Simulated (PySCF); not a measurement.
F₂O (SMILES FOF), singlet, at a GFN2-xTB geometry; MP2/6-311G** run with PySCF.

The PySCF input:
```python
from pyscf import gto, scf, mp

mol = gto.Mole()
mol.atom = '''
    F     0.018890    1.091872   -0.247236
    O    -0.022432   -0.002760    0.568977
    F     0.001050   -1.089418   -0.258521
'''
mol.basis = '6-311g**'
mol.charge = 0
mol.spin = 0
mol.verbose = 4
mol.build()

mf = scf.RHF(mol)
mf.kernel()

pt = mp.MP2(mf, frozen=3)
pt.kernel()
print('E(MP2) = %.10f' % pt.e_tot)
mf.analyze()
```

What the program printed (banner, timings and long lists left out):

```
PySCF version 2.14.0

[INPUT] verbose = 4
[INPUT] num. atoms = 3
[INPUT] num. electrons = 26
[INPUT] charge = 0
[INPUT] spin (= nelec alpha-beta = 2S) = 0
[INPUT] symmetry False subgroup None
[INPUT] Mole.unit = angstrom
[INPUT] Symbol           X                Y                Z      unit          X                Y                Z       unit  Magmom
[INPUT]  1 F      0.018890000000   1.091872000000  -0.247236000000 AA    0.035696926493   2.063339043081  -0.467208328133 Bohr   0.0
[INPUT]  2 O     -0.022432000000  -0.002760000000   0.568977000000 AA   -0.042390336426  -0.005215644104   1.075210701177 Bohr   0.0
[INPUT]  3 F      0.001050000000  -1.089418000000  -0.258521000000 AA    0.001984212431  -2.058701655171  -0.488533887449 Bohr   0.0

nuclear repulsion = 75.4313580718866
number of shells = 24
number of NR pGTOs = 93
number of NR cGTOs = 54
basis = 6-311g**
ecp = {}

******** <class 'pyscf.scf.hf.RHF'> ********
method = RHF
initial guess = minao
damping factor = 0
level_shift factor = 0
DIIS = <class 'pyscf.scf.diis.CDIIS'>
diis_start_cycle = 1
diis_space = 8
diis_damp = 0
SCF conv_tol = 1e-09
SCF conv_tol_grad = None
SCF max_cycles = 50
direct_scf = True
direct_scf_tol = 1e-13
Set gradient conv threshold to 3.16228e-05
Initial guess from minao.
init E= -273.5825696153
  HOMO = -0.31374909342766  LUMO = -0.0365893516193519  gap/eV = 7.54190
cycle= 1 E= -273.432532485096  delta_E= 0.15  |g|= 0.721  |ddm|= 1.56
  HOMO = -0.63495375546905  LUMO = 0.0439246075154217  gap/eV = 18.47322
cycle= 2 E= -273.48489762848  delta_E= -0.0524  |g|= 0.531  |ddm|= 0.551
  HOMO = -0.582943285131762  LUMO = 0.134551775072473  gap/eV = 19.52404
cycle= 3 E= -273.524029678008  delta_E= -0.0391  |g|= 0.072  |ddm|= 0.237
  HOMO = -0.57295700480941  LUMO = 0.157107256052654  gap/eV = 19.86606
cycle= 4 E= -273.525370572575  delta_E= -0.00134  |g|= 0.0288  |ddm|= 0.0518
  HOMO = -0.574640751350259  LUMO = 0.156440653984606  gap/eV = 19.89374
cycle= 5 E= -273.525675660732  delta_E= -0.000305  |g|= 0.00879  |ddm|= 0.0289
  HOMO = -0.572570526782073  LUMO = 0.157735130049623  gap/eV = 19.87263
cycle= 6 E= -273.525722406306  delta_E= -4.67e-05  |g|= 0.00247  |ddm|= 0.0144
  HOMO = -0.572226889065504  LUMO = 0.157617298696439  gap/eV = 19.86007
cycle= 7 E= -273.525725956151  delta_E= -3.55e-06  |g|= 0.000445  |ddm|= 0.00444
  HOMO = -0.572089750263359  LUMO = 0.157696352903027  gap/eV = 19.85849
cycle= 8 E= -273.525726051431  delta_E= -9.53e-08  |g|= 6.83e-05  |ddm|= 0.000633
  HOMO = -0.572097108268451  LUMO = 0.157674192851823  gap/eV = 19.85809
cycle= 9 E= -273.525726054056  delta_E= -2.63e-09  |g|= 1.94e-05  |ddm|= 8.52e-05
  HOMO = -0.572098906658923  LUMO = 0.157671115649012  gap/eV = 19.85805
cycle= 10 E= -273.525726054357  delta_E= -3.02e-10  |g|= 4.54e-06  |ddm|= 3.42e-05
  HOMO = -0.572098692157709  LUMO = 0.157671076133502  gap/eV = 19.85805
Extra cycle  E= -273.52572605437  delta_E= -1.3e-11  |g|= 2.47e-06  |ddm|= 4.83e-06
converged SCF energy = -273.52572605437

******** <class 'pyscf.mp.mp2.RMP2'> ********
nocc = 10, nmo = 51
frozen orbitals 3
E(RMP2) = -274.145943270462  E_corr = -0.620217216091422
E(SCS-RMP2) = -274.128870549194  E_corr = -0.603144494823164
E_corr(same-spin) = -0.162826343638317
E_corr(oppo-spin) = -0.457390872453105
E(MP2) = -274.1459432705
**** SCF Summaries ****
Total Energy =                        -273.525726054370409
Nuclear Repulsion Energy =              75.431358071886578
One-electron Energy =                 -531.053519714781601
Two-electron Energy =                  182.096435588524656
Two-electron Coulomb Energy =          210.271306084415301
DFT Exchange-Correlation Energy =      -28.174870495890644
HOMO-LUMO gap [eV] =                    19.858046870698104
**** MO energy ****
MO #1   energy= -26.3994448557944  occ= 2
MO #2   energy= -26.3994253138685  occ= 2
MO #3   energy= -20.8123010340238  occ= 2
MO #4   energy= -1.78251636932954  occ= 2
MO #5   energy= -1.65138228188674  occ= 2
MO #6   energy= -1.27750761148256  occ= 2
MO #7   energy= -0.834001456327963 occ= 2
MO #8   energy= -0.819745329522286 occ= 2
MO #9   energy= -0.815552057022839 occ= 2
MO #10  energy= -0.728979881479544 occ= 2
MO #11  energy= -0.685786115546694 occ= 2
MO #12  energy= -0.651582942401875 occ= 2
MO #13  energy= -0.572098692157709 occ= 2
MO #14  energy= 0.157671076133502  occ= 0
MO #15  energy= 0.213845022660274  occ= 0
MO #16  energy= 0.928337772474955  occ= 0
MO #17  energy= 0.930712952649598  occ= 0
MO #18  energy= 0.945628623548491  occ= 0
MO #19  energy= 1.08314753423158   occ= 0
MO #20  energy= 1.1266487003529    occ= 0
MO #21  energy= 1.19970990198996   occ= 0
 ** Mulliken pop on meta-lowdin orthogonal AOs  **
 ** Mulliken pop  **
 ** Mulliken atomic charges  **
charge of    0F =     -0.10565
charge of    1O =      0.21130
charge of    2F =     -0.10565
Dipole moment(X, Y, Z, Debye): -0.01303, -0.00160,  0.33049
```
